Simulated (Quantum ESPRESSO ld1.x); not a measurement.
Question: The mean radii <r> (bohr) of the occupied orbitals of an atom or ion are listed with their occupations. Method: Dirac Kohn-Sham, revPBE, spin-unpolarised, spherical densities, point nucleus; computed with ld1.x of Quantum ESPRESSO 7.5.

orbital  occ.      <r>
1s1/2       2  0.01932
2s1/2       2  0.08123
2p1/2       2  0.06740
2p3/2       4  0.07502
3s1/2       2   0.2121
3p1/2       2   0.2020
3p3/2       4   0.2162
3d3/2       4   0.1898
3d5/2       6   0.1942
4s1/2       2   0.4778
4p1/2       2   0.4850
4p3/2       4   0.5177
4d3/2       4   0.5410
4d5/2       6   0.5525
5s1/2       2    1.169
5p1/2       2    1.308
5p3/2       4    1.418
4f5/2       6   0.7132
4f7/2       8   0.7286
6s1/2       2    3.277

Name the element and its charge. Open shells, if any, fill j = l - 1/2 first.

Answer: Z = 71, lutetium, charge +1: Lu+ in [Xe] 4f14 6s2. The 1s radius gives Z: for a bare nucleus <r> = (2 gamma + 1)/(2Z) with gamma = sqrt(1 - (Z/c)^2), 0.01909 bohr for Z = 71, and screening makes it slightly larger (0.01932 here). The occupations add up to 70, and the charge is Z minus that.
